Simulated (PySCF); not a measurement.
C₆H₇FNS (doublet state).
Geometry (GFN2-xTB, Å), atoms numbered from 1 in this order:
```
atom  x, y, z in Å
F1    -2.9603   -0.9676   -0.2526
C2    -2.3431    0.2018    0.0831
C3    -2.7424    0.9594    1.0622
S4    -3.0582    2.0292    2.1567
C5    -1.1054    0.4825   -0.7570
N6    -0.0290   -0.3487   -0.3162
C7     1.2939    0.1327   -0.1821
C8     2.4107   -0.6475   -0.7052
C9     2.2763   -0.5966    0.7516
H10   -1.3860    0.2978   -1.8036
H11   -0.8280    1.5309   -0.6390
H12   -0.1049   -1.3193   -0.5871
H13    1.3373    1.2143   -0.1500
H14    2.3437   -1.5411   -1.2986
H15    1.9804   -1.4844    1.3000
H16    2.9075    0.0656    1.3264
```

The hyperfine couplings belong to this conformer and change with its torsions.

Identity: `FC(=C=S)CN[C@@H]1[CH]C1` [radical].

Computed, not measured: UKS B3LYP, pcH-1 on C F H N S, non-relativistic, mean-field spin-orbit, GIAO (PySCF). Isolated species at its GFN2-xTB geometry (one conformer only). A GFN2-xTB geometry isn't a minimum of the functional, and hyperfine couplings can be far from their values at a DFT geometry. No stability test was run, so a lower SCF solution isn't excluded.

Match the computed a_iso(1H) values +101.1, +53.8, +40.1, -20.1, -5.0, +3.5, -0.1 MHz with the sites H10; H11; H12; H13; H14; H15; H16.

| site | a_iso (MHz) | ρ(0) (bohr⁻³) | position | distance from C8 (Å) | bound to | spin population there | largest \|T\| (MHz) |
| --- | --- | --- | --- | --- | --- | --- | --- |
| H10 | +3.5 | +0.0008 | 4 bonds from C8 | 4.06 | C5 | -0.01 | 2.5 |
| H11 | -0.1 | 0.0000 | 4 bonds from C8 | 3.90 | C5 | -0.01 | 2.7 |
| H12 | -5.0 | -0.0011 | γ, 3 bonds from C8 | 2.61 | N6 | +0.06 | 7.2 |
| H13 | +53.8 | +0.0120 | β, 2 bonds from C8 | 2.22 | C7 | 0.00 | 9.4 |
| H14 | -20.1 | -0.0045 | α, 1 bond from C8 | 1.07 | C8 | +0.86 | 34.1 |
| H15 | +40.1 | +0.0090 | β, 2 bonds from C8 | 2.21 | C9 | +0.02 | 9.1 |
| H16 | +101.1 | +0.0226 | β, 2 bonds from C8 | 2.21 | C9 | +0.02 | 10.9 |

ρ(0) is the spin density at the nucleus and T the dipolar tensor; a_iso includes a spin–orbit part. The largest Mulliken spin population is on C8 (+0.86). The angles at C8 add up to 315.0°, so it is pyramidal.

The spin density at the nucleus, in bohr⁻³, is negative for C9 (-0.0184), C7 (-0.0139) and H14 (-0.0045), for instance. A restricted open-shell determinant has no negative spin density anywhere; here it arises because α and β orbitals differ (spin polarisation).

On Arm Neoverse V2, one thread, shared host, this took 2.4 min (with the writing of density and orbital grids) and 1.1 GiB of memory at its peak.
